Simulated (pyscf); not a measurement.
# O=Sn(OH)–OH, singlet

Gas-phase minimum from PySCF at ωB97X-D3(BJ)/def2-SVP, one conformer. 

SMILES: [O]=[Sn]([OH])[OH]
```xyz
6

O      0.3651     0.4239     1.9162
Sn    -0.6985     0.2454     0.4365
O     -1.2078    -1.3732    -0.5569
O     -1.6770     1.5337    -0.6563
H     -0.8260    -2.1805    -0.1873
H     -2.1395     1.0784    -1.3747
```

Bonded distances (Å): O1–Sn2 1.831, Sn2–O3 1.966, Sn2–O4 1.952, O3–H5 0.966, O4–H6 0.968. Bond angles (°): O1–Sn2–O3 129.7, O1–Sn2–O4 132.8, O3–Sn2–O4 97.5, Sn2–O3–H5 113.1, Sn2–O4–H6 110.1.

Properties at ωB97X-D3(BJ)/def2-SVP:

- Harmonic wavenumbers, unscaled = 156, 166, 176, 337, 371, 651, 664, 845, 850, 901, 3864, 3883 cm⁻¹
- Zero-point energy = 18.4 kcal/mol
- Rotational symmetry number = 1
- Entropy of this conformer at 298 K and 1 atm, rigid rotor and harmonic oscillator, modes under 100 cm⁻¹ raised to 100 = 326.4 J/(mol K)
- Dipole moment = 3.40 D

Single-point totals, which compare only within one level (frozen core for MP2 and CC):

```csv
level,total energy (hartree)
ωB97X-D3(BJ)/def2-TZVP,-441.36738
PBE/def2-TZVP,-441.04566
r²SCAN/def2-TZVP,-441.24442
B3LYP-D3(BJ)/def2-TZVP,-441.34687
PBE0-D3(BJ)/def2-TZVP,-441.03322
M06-2X/def2-TZVP,-441.11622
ωB97M-D3(BJ)/def2-TZVP,-441.34841
HF/def2-TZVPP,-439.17122
MP2/def2-TZVPP,-440.22917
CCSD/def2-TZVPP,-440.20864
CCSD(T)/def2-TZVPP,-440.25229
```

Soft torsions are taken as harmonic, which can shift the entropy by several J/(mol K). The CCSD(T) − MP2 part came from Ansatz, without density fitting, on the same reference. The frozen core leaves the outer d or s,p core shells of the metals and heavy elements correlated in the MP2 and CC values, and def2-TZVPP describes them poorly, so these totals are far from the basis limit. Elements past Kr carry the def2 core potentials, without spin-orbit coupling.
